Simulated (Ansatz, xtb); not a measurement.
## C2H7AlBBr: where a starting geometry ends

The starting geometry of this gas-phase singlet was built from a drawn formula by distance geometry and a force field; its bonds are those of `[BH2][Al]([CH3])[CH2]Br`.

```yaml
atoms:
  - { symbol: C, position_ang: [1.3192, -1.4547, 2.4606] }
  - { symbol: C, position_ang: [2.3308, -0.2592, -0.5859] }
  - { symbol: Al, position_ang: [1.3833, 0.0445, 1.1308] }
  - { symbol: B, position_ang: [0.4839, 1.7758, 1.5387] }
  - { symbol: Br, position_ang: [1.1077, 0.0195, -2.0529] }
  - { symbol: H, position_ang: [-0.1041, 1.9697, 2.6188] }
  - { symbol: H, position_ang: [0.4955, 2.6866, 0.8152] }
  - { symbol: H, position_ang: [1.8178, -2.3744, 2.0460] }
  - { symbol: H, position_ang: [1.7674, -1.1467, 3.4521] }
  - { symbol: H, position_ang: [0.2335, -1.7403, 2.6377] }
  - { symbol: H, position_ang: [2.7640, -1.2595, -0.6666] }
  - { symbol: H, position_ang: [3.1778, 0.5143, -0.6248] }
```

Where would you expect an optimisation with r2SCAN-D4/def2-SVP to take it?

A new bond forms, giving a structure with Br5 bridging Al3 and C2, given below by its coordinates. Contacts that close: Al3–Br5 (3.20 → 2.69 Å).

The energy falls by 0.67 eV over 26 steps:

```tsv
step	E − E(last) (eV)
1	0.668
4	0.173
7	0.065
9	0.053
12	0.045
15	0.020
18	0.004
20	0.001
23	0.000
26	0.000
```

Final geometry (Å):

```json
{"atom": "C", "x (Å)": "1.1129", "y (Å)": "-1.5726", "z (Å)": "2.2608"}
{"atom": "C", "x (Å)": "2.6669", "y (Å)": "-0.1056", "z (Å)": "-0.3240"}
{"atom": "Al", "x (Å)": "1.3609", "y (Å)": "0.0358", "z (Å)": "1.1645"}
{"atom": "B", "x (Å)": "0.4895", "y (Å)": "1.9361", "z (Å)": "1.5328"}
{"atom": "Br", "x (Å)": "1.0562", "y (Å)": "-0.6855", "z (Å)": "-1.4135"}
{"atom": "H", "x (Å)": "0.8898", "y (Å)": "2.6761", "z (Å)": "2.4088"}
{"atom": "H", "x (Å)": "-0.4434", "y (Å)": "2.3892", "z (Å)": "0.9043"}
{"atom": "H", "x (Å)": "1.4250", "y (Å)": "-2.4848", "z (Å)": "1.7251"}
{"atom": "H", "x (Å)": "1.7182", "y (Å)": "-1.5132", "z (Å)": "3.1836"}
{"atom": "H", "x (Å)": "0.0678", "y (Å)": "-1.7164", "z (Å)": "2.5821"}
{"atom": "H", "x (Å)": "3.3686", "y (Å)": "-0.9490", "z (Å)": "-0.3934"}
{"atom": "H", "x (Å)": "3.0645", "y (Å)": "0.7657", "z (Å)": "-0.8614"}
```

From the same start GFN2-xTB reaches the same bonding as this run.

The end wasn't checked by frequencies. Run with Ansatz 0.2.0, 3.4 min on 2 threads of AMD EPYC (Zen 3) (shared host).
